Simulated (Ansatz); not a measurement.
A basis-limit estimate, worked out

An elementary step of BNH4Cl2O, singlet (BHCl₂O ([OH][B]([Cl])[Cl]) + NH₃ → BNH₂Cl₂ ([NH2][B]([Cl])[Cl]) + H₂O; B–O, H–N broken or loosened, B–N, O–H formed or tightened). “Start” and “end” are the PBE0-D4/def2-TZVP structures reached by relaxing down either side of its saddle point, with the molecules still in contact.

Computed with Ansatz 0.2.0 (basis: def2-TZVPP and def2-QZVPP); correlated methods freeze the cores.

Energies in eV:

| quantity | end | start |
| --- | --- | --- |
| Hartree–Fock, triple zeta (X = 3) | -29267.50137 | -29268.11061 |
| Hartree–Fock, quadruple zeta (X = 4) | -29268.38913 | -29268.99605 |
| MP2 correlation, X = 3 | -25.91507 | -26.06511 |
| MP2 correlation, X = 4 | -28.15932 | -28.32027 |
| CCSD(T) correlation, X = 3 | -28.18571 | -28.30370 |

(1) Work out the step energy at the basis limit: extrapolate Hartree–Fock as E(X) = E∞ + A exp(−7.88 √X) and the MP2 correlation as E(X) = E∞ + B X^−2.97 (the exponents that Neese and Valeev fitted for def2-TZVPP and QZVPP), then add CCSD(T) − MP2 in triple zeta.

T1 diagnostic: at most 0.011.

## Answers

(1) Each step is linear, so take the differences first (end − start): Hartree–Fock 0.60924 (X = 3) and 0.60692 (X = 4); MP2 correlation 0.15004 and 0.16095; CCSD(T) correlation 0.11799.
Two points give E∞ = E(4) + w [E(4) − E(3)], with w = 1/(exp(7.88 (2 − √3)) − 1) = 0.1377 for Hartree–Fock and w = 1/((4/3)^2.97 − 1) = 0.7407 for the correlation.
Hartree–Fock: 0.60692 + 0.1377 × (-0.00232) = 0.6066 eV.
MP2 correlation: 0.16095 + 0.7407 × 0.01091 = 0.1690 eV.
CCSD(T) − MP2: 0.11799 − 0.15004 = -0.0321 eV.
Sum: 0.6066 + 0.1690 + (-0.0321) = 0.7435 eV, or 17.15 kcal/mol. Plain CCSD(T) in triple zeta gives 0.7272 eV, so the larger basis shifts the result by 0.0163 eV.

Labels in which every atom is bracketed show which atoms are joined, not bond orders.

For scale, one of the runs: CCSD(T)/def2-TZVPP, 233 basis functions, launched by `ansatz run in.yaml --threads 4 --pin off --events-out ev --progress --plain --max-ram 9574MiB`. Hardware: 4 CPU threads of an Arm Neoverse V1, shared host. Wall time 2.2 min; peak host memory 4.1 GiB.
